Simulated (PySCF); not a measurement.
# Computed records: B₂ClHO, B₂H₂N, BFH₃Si, CH₄AlB and others

Computed with PySCF 2.14.0. Calculation on a computer-drawn molecule: optimised geometry and harmonic frequencies of an isolated molecule of the commonest isotopes, restricted reference for singlets and unrestricted otherwise, frozen core in MP2.

(1) B₂ClHO

Start structure:
```xyz
5
B2ClHO
O     -2.7912    -0.9107    -2.9262
B     -2.2058    -0.4195    -2.0526
B     -1.3951     0.2346    -0.7979
Cl     0.2793     0.5556    -0.8309
H     -1.8679     0.4671     0.2267
```

| Quantity | Value |
| --- | --- |
| charge | 0 |
| multiplicity | 1 |
| method | HF |
| basis | cc-pV(D+d)Z |
| rotational constants | 33.56, 2.452, 2.285 GHz |
| total energy | -584.4047 hartree |
| convergence status largest gradient component | 3.144e-05 hartree/bohr |

Drawn bonds:
```csv
atom,other atom,order
1,2,2
2,3,1
3,4,1
3,5,1
```

Optimised structure:
```xyz
5
B2ClHO
O     -2.8046    -0.9141    -2.9758
B     -2.2079    -0.4435    -2.0655
B     -1.3772     0.2321    -0.7425
Cl     0.3318     0.5610    -0.8788
H     -1.9228     0.4916     0.2817
```

Modes:
```csv
frequency (cm⁻¹),reduced mass (dalton)
160.3,11.74
341.7,4.067
475.6,10.87
731.6,7.163
833.7,1.735
917.4,2.732
1162,1.549
2168,12.17
2798,1.095
```

(2) B₂H₂N

Start structure:
```xyz
5
B2H2N
B      1.2949     0.7946    -2.7785
N      2.0038     1.3875    -1.9200
B      2.7957     1.9126    -1.0126
H      0.4052     0.3067    -3.3122
H      3.8475     2.4482    -0.8730
```

| Property | Result |
| --- | --- |
| charge | 0 |
| multiplicity | 2 |
| method | HF |
| basis | cc-pVDZ |
| rotational constants | 681.9, 10.39, 10.23 GHz |
| total energy | -104.9632 hartree |
| spin squared | 0.7818 |
| convergence status largest gradient component | 8.214e-06 hartree/bohr |

Drawn bonds:
```csv
atom,other atom,order
1,2,1
2,3,2
1,4,1
3,5,1
```

Optimised structure:
```xyz
5
B2H2N
B      1.2169     0.8148    -2.6765
N      1.9949     1.3688    -1.8696
B      2.7704     1.9672    -0.8991
H      0.4862     0.2960    -3.4295
H      3.8787     2.4028    -1.0216
```

Modes:
```csv
frequency (cm⁻¹),reduced mass (dalton)
208.2,4.311
288.2,3.2
727.9,1.344
838.8,1.358
940.3,1.281
1138,6.948
1905,5.82
2723,1.101
2991,1.172
```

(3) BFH₃Si

Start structure:
```xyz
6
BFH3Si
F     -1.7350     0.4016    -0.4330
B     -1.0716     0.9222    -1.4747
Si     0.6951     1.5654    -1.2168
H     -1.6903     1.0019    -2.4210
H      1.5178     1.4319    -0.0051
H      1.5620     2.1935    -2.2399
```

| Quantity | Value |
| --- | --- |
| charge | 0 |
| multiplicity | 2 |
| method | HF |
| basis | cc-pV(D+d)Z |
| rotational constants | 42.7, 4.62, 4.195 GHz |
| total energy | -414.8063 hartree |
| spin squared | 0.766 |
| convergence status largest gradient component | 1.453e-05 hartree/bohr |

Drawn bonds:
```csv
atom,other atom,order
1,2,1
2,3,1
2,4,1
3,5,1
3,6,1
```

Optimised structure:
```xyz
6
BFH3Si
F     -1.7175     0.3326    -0.4332
B     -1.0882     0.9434    -1.4356
Si     0.6997     1.8069    -1.1243
H     -1.6616     1.0075    -2.4878
H      1.5247     1.3510     0.0149
H      1.5209     2.0750    -2.3245
```

Modes:
```csv
frequency (cm⁻¹),reduced mass (dalton)
235.4,1.229
256.4,3.356
381.2,1.212
557.9,1.703
714.7,2.225
825.9,1.53
1004,1.07
1150,1.444
1319,4.376
2321,1.03
2333,1.054
2722,1.092
```

(4) CH₄AlB

Start structure:
```xyz
7
CH4AlB
B     -0.3267     0.5617     0.4846
C      0.4225    -0.3314     1.0891
Al     2.2078    -0.1467     0.2908
H     -0.9435     1.3584    -0.1300
H      0.3336    -1.1421     1.8573
H      2.7827    -0.9427    -0.9524
H      3.3088     0.7659     0.9199
```

| Property | Result |
| --- | --- |
| charge | 0 |
| multiplicity | 1 |
| method | HF |
| basis | cc-pV(D+d)Z |
| rotational constants | 33.55, 6.371, 5.354 GHz |
| total energy | -306.7463 hartree |
| convergence status largest gradient component | 1.649e-05 hartree/bohr |

Drawn bonds:
```csv
atom,other atom,order
1,2,2
2,3,1
1,4,1
2,5,1
3,6,1
3,7,1
```

Optimised structure:
```xyz
7
CH4AlB
B     -0.2637     0.6901     0.7103
C      0.4293    -0.4904     0.7996
Al     2.2606    -0.2032     0.2628
H     -0.7529     1.7538     0.5947
H      0.1039    -1.4756     1.1071
H      3.2932    -1.3988     0.2680
H      2.7148     1.2472    -0.1831
```

Modes:
```csv
frequency (cm⁻¹),reduced mass (dalton)
160,2.707
201.8,1.273
461,1.12
585.3,1.177
650,1.241
656.6,4.264
784.1,1.243
820.6,1.182
846.1,1.085
946.7,1.536
1557,5.208
1971,1.049
1990,1.035
2937,1.134
3373,1.096
```

(5) B₂H₂N

Start structure:
```xyz
5
B2H2N
B      0.0340    -3.5611     0.8396
B      0.5417    -2.1104     1.4410
N      0.9144    -1.0454     1.8825
H     -0.3276    -4.5947     0.4118
H      1.2206    -0.1706     2.2450
```

| Property | Result |
| --- | --- |
| charge | 1 |
| multiplicity | 1 |
| method | MP2 |
| basis | cc-pVDZ |
| rotational constants | 7.907, 7.907 GHz |
| total energy | -104.9385 hartree |
| convergence status largest gradient component | 7.818e-06 hartree/bohr |

Drawn bonds:
```csv
atom,other atom,order
1,2,1
2,3,2
1,4,1
3,5,1
```

Optimised structure:
```xyz
5
B2H2N
B      0.0345    -3.5599     0.8404
B      0.5300    -2.1438     1.4272
N      0.9178    -1.0356     1.8865
H     -0.3296    -4.6004     0.4092
H      1.2304    -0.1426     2.2566
```

Modes:
```csv
frequency (cm⁻¹),reduced mass (dalton)
187.7,3.345
187.8,3.346
658.5,1.249
658.6,1.248
783.7,1.355
783.7,1.355
872.2,5.962
1838,7.43
2881,1.111
3702,1.106
```

(6) CH₄Al

Start structure:
```xyz
6
CH4Al
C      0.2398     2.1475     2.8552
Al    -0.4692     0.4417     2.3326
H     -0.2036     2.8776     3.5817
H      1.1380     2.5968     2.3908
H     -0.1586    -0.9201     3.1435
H     -1.4505     0.0990     1.1621
```

| Item | Value |
| --- | --- |
| charge | 0 |
| multiplicity | 2 |
| method | HF |
| basis | cc-pV(D+d)Z |
| rotational constants | 92.91, 11.91, 10.55 GHz |
| total energy | -282.0645 hartree |
| spin squared | 0.758 |
| convergence status largest gradient component | 3.148e-05 hartree/bohr |

Drawn bonds:
```csv
atom,other atom,order
1,2,1
1,3,1
1,4,1
2,5,1
2,6,1
```

Optimised structure:
```xyz
6
CH4Al
C      0.2217     2.1296     2.8203
Al    -0.4804     0.3893     2.3623
H      0.5641     2.4071     3.8173
H      0.3226     2.9532     2.1134
H     -0.5820    -0.7333     3.4714
H     -0.9501     0.0965     0.8811
```

Modes:
```csv
frequency (cm⁻¹),reduced mass (dalton)
271.3,1.008
431.3,1.039
600.2,1.107
681,1.341
705.2,4.184
760.8,1.335
850.4,1.115
1486,1.123
1982,1.06
1991,1.024
3236,1.056
3317,1.109
```
